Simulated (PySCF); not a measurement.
# CsNa: everyday levels beside a composite calculation

PySCF; the state is a singlet (closed shell). The composite is CCSD(T) extrapolated to the basis-set limit from two correlation-consistent sets, with core-valence (CV) and scalar-relativistic (SR) terms as its label shows; it has no spin–orbit coupling and nothing beyond (T). Here it is CCSD(T)/CBS(DT). It gives Re = 3.860 Å, ωe = 98.2 cm⁻¹ and De = 0.60 eV to Cs + Na.

```
      level        basis                           relativity  Re (Å)  ωe (cm⁻¹)  De (eV)
RHF-SCS-MP2     def2-SVP  scalar-relativistic core potentials   3.975       95.4     0.41
RHF-SCS-MP2    def2-SVPD  scalar-relativistic core potentials   3.968       95.6     0.42
   RHF-CCSD    def2-SVPD  scalar-relativistic core potentials   3.961       94.5     0.52
        PBE     def2-SVP  scalar-relativistic core potentials   3.918       93.1     0.65
       PW91     def2-SVP  scalar-relativistic core potentials   3.913       93.5     0.69
       TPSS    def2-SVPD  scalar-relativistic core potentials   4.016       89.0     0.74
       PBE0     def2-SVP  scalar-relativistic core potentials   3.934       95.5     0.57
       PBE0    def2-SVPD  scalar-relativistic core potentials   3.934       95.4     0.57
       PBE0  x2c-TZVPall                        spin-free X2C   3.900       98.3     0.59
        M06     def2-SVP  scalar-relativistic core potentials   3.861        104     0.72
```

Question: Give the difference of each row from the composite.

Answer: 

| level | basis | ΔRe (pm) | Δωe (%) | ΔDe (eV) |
| --- | --- | --- | --- | --- |
| RHF-SCS-MP2 | def2-SVP | +11.5 | -2.9 | -0.19 |
| RHF-SCS-MP2 | def2-SVPD | +10.8 | -2.6 | -0.18 |
| RHF-CCSD | def2-SVPD | +10.1 | -3.8 | -0.08 |
| PBE | def2-SVP | +5.8 | -5.2 | +0.05 |
| PW91 | def2-SVP | +5.3 | -4.8 | +0.09 |
| TPSS | def2-SVPD | +15.6 | -9.4 | +0.14 |
| PBE0 | def2-SVP | +7.4 | -2.7 | -0.03 |
| PBE0 | def2-SVPD | +7.4 | -2.9 | -0.03 |
| PBE0 | x2c-TZVPall | +4.0 | +0.1 | -0.01 |
| M06 | def2-SVP | +0.1 | +5.9 | +0.12 |

Question: Which rows come closest in De?

Answer: PBE0 in x2c-TZVPall (-0.01 eV), counted from the composite.

Correlated steps freeze the inner cores (1 to 24 orbitals); shallow outer-core shells are correlated. Closed-shell solutions of metal pairs were not tested for spin polarisation, which can lower them a little. Correlated levels converge slowly with the basis: in double zeta they bind strong bonds too weakly, by up to about 1 eV, and carry superposition errors of some tenths. Spin–orbit coupling is left out. Where the molecule has an RHF reference, its open-shell atoms are computed with UHF.
